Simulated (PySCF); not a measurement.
Bond curve of CsLi

Set-up: Cs def2-SVPD with ECP46, Li def2-SVPD; scalar-relativistic core potentials (PySCF 2.14). Energies in eV from Cs + Li in their ground configurations at the same level. All curves are PBE0. state 1: ¹Σ⁺ (singlet), closed shell; state 2: ³Σ⁺ (triplet), unpaired electrons σ ↑↑, a second solution, started from another occupation; state 3: ³Π (triplet), unpaired electrons σ ↑, π ↑, a second solution, started from another occupation; state 4: Ms = 0 determinant of mixed spin (⟨S²⟩ near 1.0), unpaired electrons σ ↑, π ↓, a second solution, started from another occupation.

```
R (Å)  state 1  state 2  state 3  state 4
3.259  -0.4595   0.3882   0.4937   0.9355
3.410  -0.5335   0.2758   0.4578   0.8791
3.562  -0.5773   0.1876   0.4438   0.8462
3.675  -0.5938   0.1349   0.4451   0.8346
3.789  -0.5988   0.0918   0.4548   0.8323
3.903  -0.5943   0.0570   0.4715   0.8378
4.054  -0.5762   0.0213   0.5025   0.8550
4.244  -0.5389  -0.0099   0.5519   0.8885
4.471  -0.4792  -0.0327   0.6217   0.9395
4.774  -0.3851  -0.0465   0.7245   1.0129
```

Put a parabola through the three lowest points of the state 1 curve and estimate Re, k and ωe (reduced mass 6.664 u; 1 eV/Å² = 0.16022 mdyn/Å; ωe = 1302.8·√(k/μ) cm⁻¹).

Through R = 3.675, 3.789, 3.903 Å the second-order coefficient is 0.365 eV/Å², so Re ≈ 3.792 Å, k ≈ 0.117 mdyn/Å and ωe ≈ 173 cm⁻¹. A polynomial fit of higher order to the unrounded PBE0 energies gives Re = 3.788 Å, k = 0.119 mdyn/Å, ωe = 174 cm⁻¹; anharmonicity and rounding make the difference.

The higher-order fit for each curve: state 1: Re = 3.788 Å, ωe = 174 cm⁻¹, De = 0.60 eV; state 2: Re = 5.010 Å, ωe = 55.5 cm⁻¹, minimum 0.049 eV below the ground-state fragments; state 3: Re = 3.602 Å, ωe = 172 cm⁻¹, minimum 0.443 eV above the ground-state fragments; state 4: Re = 3.763 Å, ωe = 161 cm⁻¹, minimum 0.83 eV above the ground-state fragments.

Closed-shell solutions of metal pairs were not tested for spin polarisation, which can lower them a little. Spin–orbit coupling is left out. Counting both spins, an empty level lies below a filled one in some of these solutions, because spin and occupation are held.
